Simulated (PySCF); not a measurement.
## Polarisability and C₆ of Pb²⁺ (lead, charge +2)

[Xe] 4f14 5d10 6s2, closed-shell 1S. Calculation: PySCF 2.14, in aug-cc-pVQZ-PP with ECP60MDF (7s7p5d3f2g, 92 functions); scalar relativity through the core potential. Coupled (time-dependent) response in atomic units; α is the mean over directions.

| method | mean α (bohr³) | C₆ (like pair) | S(−4) |
| --- | --- | --- | --- |
| UHF | 15.58 | 105.3 | 73.61 |
| PBE | 13.32 | 90.39 | 47.36 |
| PBE0 | 13.76 | 93.14 | 51.99 |
| B97-3 | 13.73 | 92.61 | 52.18 |

S(−4) is the Cauchy moment in α(ω) = α(0) + S(−4) ω² + …

α(iu) at PBE:

```tsv
u (hartree)	α(iu) (bohr³)
0	13.32
0.0500	13.20
0.100	12.87
0.200	11.74
0.300	10.35
0.500	7.889
0.750	5.828
1.00	4.531
1.50	3.021
2.00	2.169
3.00	1.260
5.00	0.5593
```

A single London oscillator, α(iu) = α/(1 + u²/ω²), gives C₆ = (3/4) ω α². Matching the computed C₆ needs ω = 4 × 90.39 / (3 × 13.32²) = 0.679 hartree.

For an ion, C₆ is the dispersion term alone; charge-induced terms of lower order in 1/R come first.

Energies and moments cover only the electrons outside the core potential. Spin-orbit coupling, which splits the p, d and f shells strongly at this Z, is absent.
